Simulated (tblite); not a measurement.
C6H15P2 (charge +1).
SMILES with atom numbers: `[CH2:1]=[CH:2][CH2:3][P@@+:4]([CH3:5])([PH2:6])[CH2:7][CH3:8]` (hydrogens: H9, H10 on C1; H11 on C2; H12, H13 on C3; H14, H15, H16 on C5; H17, H18 on P6; H19, H20 on C7; H21, H22, H23 on C8)

Cartesian coordinates in Å at the GFN2-xTB level; atoms count from 1:
```xyz
23
C6H15P2 angstrom
C      3.2743   -0.3708    0.7553
C      2.0786    0.0923    1.0660
C      1.1345    0.7068    0.0754
P     -0.3471   -0.3615   -0.0705
C      0.1800   -1.8714   -0.9268
P     -0.9831   -0.9302    1.9237
C     -1.5922    0.4632   -1.1489
C     -2.2170    1.6885   -0.4951
H      3.6618   -0.3301   -0.2494
H      3.9260   -0.7898    1.5010
H      1.7227    0.0590    2.0899
H      0.8162    1.6979    0.4123
H      1.5943    0.7976   -0.9124
H      1.0175   -2.3096   -0.3831
H     -0.6405   -2.5880   -0.9546
H      0.4888   -1.6380   -1.9455
H     -1.2355    0.4026    2.2679
H     -2.2951   -1.1502    1.4897
H     -2.3573   -0.2816   -1.3883
H     -1.0821    0.7369   -2.0766
H     -2.7570    1.4238    0.4127
H     -1.4655    2.4362   -0.2514
H     -2.9269    2.1433   -1.1812
```

Level: GFN2-xTB in tblite, geometry and Hessian alike; calculated harmonic values, unscaled, isolated species. The method is semi-empirical: single wavenumbers can be off by several per cent or more. Modes of hydrogen on phosphorus can be 10 to 20 % off. One conformer, not necessarily the lowest.

Harmonic wavenumbers (cm⁻¹): 35.4, 57.3, 61.1, 127.0, 133.1, 147.5, 158.1, 172.0, 186.7, 206.7, 239.0, 275.2, 327.3, 401.9, 459.6, 589.0, 679.0, 715.8, 731.8, 740.0, 777.2, 780.4, 833.5, 873.0, 878.5, 915.0, 935.8, 977.9, 1005.3, 1008.2, 1036.1, 1065.6, 1084.6, 1136.8, 1176.0, 1198.1, 1232.6, 1278.2, 1316.5, 1384.0, 1396.0, 1402.0, 1404.2, 1405.2, 1420.2, 1477.2, 1487.2, 1704.0, 2239.1, 2285.4, 2934.9, 2939.6, 2947.2, 2950.3, 2993.4, 2998.3, 3000.3, 3023.8, 3025.4, 3039.1, 3056.9, 3108.9, 3148.9.

A = 1671, B = 964.9, C = 851.8 MHz; mass 149.065 u (most abundant isotopes); point group C1, symmetry number 1.

Problem. What is the zero-point energy?

Solution. ½Σν̃ = 41362 cm⁻¹ = 118.26 kcal/mol.

Problem. What is S at 350 K and 1 bar for an ideal gas of classical rigid rotors and harmonic oscillators?

Solution. Translation 41.73, rotation 30.32, vibration 49.23: S = 121.3 cal/(mol K).

Problem. And Cp and H(350 K) − H(0)?

Solution. Cp = 53.37 cal/(mol K), of which vibrations give 45.42 (their classical limit is 63 R = 125.2); H(350 K) − H(0) = 11.36 kcal/mol without the zero-point energy, 8.58 from vibrations.

Problem. Which modes carry the vibrational entropy at 350 K?

Solution. 35.4 cm⁻¹: 5.82; 57.3 cm⁻¹: 4.86; 61.1 cm⁻¹: 4.74; 127.0 cm⁻¹: 3.30; 133.1 cm⁻¹: 3.21; 147.5 cm⁻¹: 3.01 cal/(mol K); the other 57 give 24.29 together.

Problem. Blend soft modes into free rotors: weight 1/[1 + (100 cm⁻¹/ν̃)⁴] for the oscillator and the rest for a rotor with moment μB/(μ + B), μ = h/(8π²ν), B = 10⁻⁴⁴ kg m². What vibrational entropy results?

Solution. 44.83 cal/(mol K) in place of 49.23, which changes −T·S at 350 K by +1.54 kcal/mol.

Problem. What must be added to the electronic energy to get the Gibbs energy at 350 K and 1 bar?

Solution. ZPE + [H(350 K) − H(0)] − T·S = 118.26 + 11.36 − 42.45 = 87.17 kcal/mol.

Problem. How do the functions run with temperature in this model?

Solution. 
```csv
T (K),S (cal/(mol K)),Cp (cal/(mol K)),H − H(0) (kcal/mol),G − H(0) (kcal/mol),ln q(vib)
150,87.2,30.7,3.01,-10.08,4.94
250,105.4,41.6,6.61,-19.74,8.82
298.15,113.2,47.3,8.75,-25.00,10.58
400,128.8,58.9,14.17,-37.33,14.18
600,156.3,76.9,27.86,-65.90,20.86
900,191.1,94.7,53.81,-118.18,30.05
```

q(vib) and H(0) count from the zero-point level.

Hindered rotation and anharmonicity are outside this model. Other conformers, if any are populated, would add a mixing term that is left out. The structure is chiral; the term R ln 2 for an equal mix with its mirror image is left out.
